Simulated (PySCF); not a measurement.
SMILES c1cccc[c]1[AlH][CH3], GFN2-xTB optimised geometry.

```
17

Al    -1.78     0.12     0.00
H     -2.34    -1.33     0.00
C     -3.01     1.68     0.00
H     -2.89     2.32     0.88
H     -4.06     1.36    -0.01
H     -2.87     2.33    -0.87
C      0.21     0.12     0.00
C      0.78    -1.16     0.00
C      2.15    -1.34     0.00
C      2.99    -0.23     0.00
C      2.45     1.04     0.00
C      1.07     1.21     0.00
H      0.12    -2.02     0.00
H      2.58    -2.33     0.00
H      4.06    -0.36     0.00
H      3.10     1.91     0.00
H      0.66     2.22     0.00
```

Density from PBE0/def2-SVP in PySCF 2.14.0 at that geometry.

Minimum of the electron density along straight lines between bonded atoms, close to the bond critical point (lines longer than 1.1 times the sum of covalent radii, or with two minima, are not listed):

```csv
bond,length / Å,ρ at the minimum / e bohr⁻³,∇²ρ there / e bohr⁻⁵,position (fraction from the first atom)
Al1–H2,1.554,0.083,0.29,0.50
Al1–C3,1.988,0.079,0.31,0.40
C3–H4,1.097,0.262,-0.90,0.62
C3–H5,1.097,0.264,-0.91,0.62
C3–H6,1.097,0.262,-0.90,0.62
Al1–C7,1.989,0.079,0.31,0.40
C7–C8,1.400,0.303,-0.75,0.49
C8–C9,1.383,0.313,-0.81,0.50
C9–C10,1.386,0.312,-0.80,0.50
C10–C11,1.386,0.312,-0.80,0.50
C7–C12,1.397,0.303,-0.76,0.49
C11–C12,1.384,0.313,-0.80,0.50
C8–H13,1.089,0.280,-1.05,0.63
C9–H14,1.082,0.282,-1.07,0.63
C10–H15,1.081,0.283,-1.08,0.63
C11–H16,1.082,0.282,-1.07,0.63
C12–H17,1.084,0.282,-1.06,0.63
```
